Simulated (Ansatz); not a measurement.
One change: `O[SiH](S)CF` becomes `O[SiH](S)CCl`.

Ansatz, PBE0-D4/def2-TZVP geometries, multiplicity 1. Each molecule was computed in one conformer, which needn't be the lowest.

```json
{"property": "HOMO energy (ωB97M-V/def2-TZVPP) / eV", "`O[SiH](S)CF`": "-9.95"}
{"property": "ideal-gas entropy at 298 K and 1 bar (rigid rotor, harmonic PBE0-D4/def2-TZVP) / J/(mol·K)", "`O[SiH](S)CF`": "362"}
{"property": "HOMO energy (PBE0/def2-TZVPP) / eV", "`O[SiH](S)CF`": "-7.73"}
{"property": "size of the dipole moment (PBE/def2-TZVPP) / D", "`O[SiH](S)CF`": "0.75"}
{"property": "LUMO energy (B3LYP/def2-TZVPP) / eV", "`O[SiH](S)CF`": "-0.12"}
{"property": "HOMO energy (B3LYP/def2-TZVPP) / eV", "`O[SiH](S)CF`": "-7.47"}
```

**Question.** What does the change do to each property? (An estimate is asked.)

**Answer.** Computed: 
| property | `O[SiH](S)CCl` | shift |
| --- | --- | --- |
| HOMO energy (ωB97M-V/def2-TZVPP) / eV | -9.89 | 0.06 |
| ideal-gas entropy at 298 K and 1 bar (rigid rotor, harmonic PBE0-D4/def2-TZVP) / J/(mol·K) | 369 | 7 |
| HOMO energy (PBE0/def2-TZVPP) / eV | -7.67 | 0.06 |
| size of the dipole moment (PBE/def2-TZVPP) / D | 0.90 | 0.15 |
| LUMO energy (B3LYP/def2-TZVPP) / eV | -0.29 | -0.17 |
| HOMO energy (B3LYP/def2-TZVPP) / eV | -7.41 | 0.06 |

With PBE0 the HOMO rises by 0.06 eV and the LUMO falls by 0.20 eV, so the gap narrows by about 0.26 eV. PBE moves the HOMO by 0.05 eV and ωB97M-V by 0.06 eV. Dipoles are sizes alone; their direction can turn. Modes under 60 cm⁻¹, often nearly free rotors, make the harmonic entropy too high.

Positive LUMOs are unbound, so they and the gaps depend on the basis.

B3LYP here is the variant with VWN-RPA as its local correlation; programs differ in this.
